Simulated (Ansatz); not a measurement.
Isomers

Structures of AlBH3Br, closed shell, relaxed at PBE0-D4/def2-TZVP (vibrations not checked; lower isomers may exist, and structures with a doubtful reference or unclear bonds are left out). Ansatz 0.2.0; basis: def2-TZVPP; cores frozen in the correlated methods. Filled d shells of the heavier atoms are correlated. The def2 sets are not built for correlating such inner shells, so the correlated values are less sure here. B3LYP uses VWN-RPA correlation.

Problem. Rank them by CCSD(T) energy, lowest first, and give each one's height above the lowest. Links in brackets join atoms within 1.22 times the sum of their covalent radii (1.1 for two metals). (To be estimated.)
A.
AlBH₃Br ([BH2][AlH][Br])
```
6
angstrom
Al 0.7077 -0.3315 0.7693
B -0.7563 0.4267 -0.5502
Br 2.2151 -1.7312 -0.1970
H -1.7923 -0.1407 -0.7518
H -0.5957 1.4383 -1.1721
H 0.8909 -0.0581 2.3180
```
B.
AlBH₃Br ([AlH][BH][BrH])
```
6
angstrom
Al -0.4389 0.5303 -0.5033
B 0.7884 -0.1803 0.8641
Br 2.3105 -1.0071 -0.2088
H 2.2899 -2.4965 -0.4446
H -0.7917 1.6256 -1.5991
H 0.7650 -0.5970 1.9774
```
C.
AlBH₃Br ([BH3][Al][Br])
```
6
angstrom
B -0.2358 0.7638 0.4030
Al 1.1407 -0.7780 0.6934
Br 2.6387 -2.4477 0.9965
H -1.2654 0.1668 0.6077
H 0.0167 1.0485 -0.7435
H 0.1320 1.5363 1.2551
```

Solution. By the calculation: C (0.00 kcal/mol), A (9.32 kcal/mol), B (105.94 kcal/mol). Heights count from the lowest.

Problem. Do PBE-D4, r2SCAN-D4, PBE0-D4, B3LYP-D4, wB97M-V, HF, MP2 give the same order? (Judge from chemistry; the calculation decides.)

Solution. Computed: Lowest first: HF A < C < B. The others agree with CCSD(T).

No T1 diagnostic of these runs exceeds 0.015. The restricted Hartree–Fock reference is unstable towards an unrestricted one at one or more of these structures.

For scale, one of the runs: CCSD(T)/def2-TZVPP, 163 basis functions, launched by `ansatz run in.yaml --threads 2 --pin off --events-out ev --progress --plain --max-ram 4352MiB`. Time: 60 s of wall clock on 2 CPU threads of an Arm Neoverse V1; the host was shared. Peak host memory: 1.2 GiB.
